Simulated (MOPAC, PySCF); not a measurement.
AlBrF2, SMILES `[F][Al]([F])[Br]`, neutral singlet in the gas phase. 

Z-matrix (Å, degrees):
```
Al
F 1 1.6369
F 1 1.6369 2 118.69
Br 1 2.2248 2 120.66 3 -180.00
```
Charge 0, multiplicity 1.

All levels are single points at this geometry (B3LYP-D3(BJ)/def2-TZVP); Pople sets use spherical d functions. Orbital energies aren't observables, and empty levels follow the basis.

B3LYP-D3(BJ)/def2-TZVP in PySCF gives gap (eV) = 7.11.

Question: Estimate the gap (eV) from each of these levels: PBE-D3(BJ)/def2-TZVP in PySCF; B3LYP/3-21G in PySCF; B3LYP/6-311+G** (LANL2DZ on Br) in PySCF; B3LYP/6-31G* in PySCF; SVWN5/6-31G* in PySCF; HF/3-21G in PySCF; PM3 in MOPAC; PM7 in MOPAC.

Answer: 
```csv
level,gap (eV)
PBE-D3(BJ)/def2-TZVP in PySCF,5.53
B3LYP/3-21G in PySCF,6.98
B3LYP/6-311+G** (LANL2DZ on Br) in PySCF,6.92
B3LYP/6-31G* in PySCF,7.12
SVWN5/6-31G* in PySCF,5.40
HF/3-21G in PySCF,13.93
PM3 in MOPAC,9.64
PM7 in MOPAC,11.25
```
